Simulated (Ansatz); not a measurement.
Harmonic frequencies (cm⁻¹) at PBE0-D4/def2-TZVPD from Ansatz: 1169, 1169, 1190, 1431, 1431, 1455, 2500, 2500, 2617.

Question: Which molecule is it?
A. `[Cl][Ga-]([Cl])([Cl])[Cl]`
B. `[NH4+]`
C. `C[O-]`
D. `[OH3+]`

Answer: C.
